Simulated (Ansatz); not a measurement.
C4H5F3, SMILES `C/C=C(\F)C(F)F`, relaxed with RKS PBE0-D4/def2-TZVP in Ansatz 0.2.0 from a PBE-D4/def2-SVP geometry. The force threshold is 0.005 eV/Å; the program also tests the step.

The species carries charge 0 and has multiplicity 1.

Start:

```xyz
12

C    -0.537    0.201    1.898
C     0.040   -0.324    0.623
C    -0.070    0.273   -0.573
F    -0.740    1.435   -0.746
C     0.503   -0.221   -1.876
F     1.469    0.644   -2.321
F     1.069   -1.450   -1.709
H    -1.237   -0.533    2.352
H     0.260    0.380    2.650
H    -1.082    1.151    1.738
H     0.604   -1.270    0.634
H    -0.279   -0.287   -2.670
```

**Question.** How much energy does the relaxation release, and in how many steps? (Estimate.)

**Answer.** The calculation gave: 5.63 kJ/mol, in 4 steps.

**Question.** Which bonds change most? (Estimate.)

**Answer.** Computed: C2–C3 from 1.342 to 1.320 Å; C5–H12 from 1.116 to 1.096 Å; C1–H8 from 1.111 to 1.094 Å; C1–H9 from 1.111 to 1.094 Å.

**Question.** Give the relaxed structure. (An estimate is asked.)

**Answer.** The calculation gave: 
```xyz
12

C    -0.536    0.202    1.884
C     0.040   -0.318    0.617
C    -0.063    0.267   -0.562
F    -0.727    1.420   -0.738
C     0.494   -0.220   -1.860
F     1.452    0.634   -2.305
F     1.063   -1.435   -1.708
H    -1.224   -0.527    2.323
H     0.254    0.375    2.621
H    -1.074    1.137    1.730
H     0.595   -1.249    0.635
H    -0.274   -0.286   -2.638
```
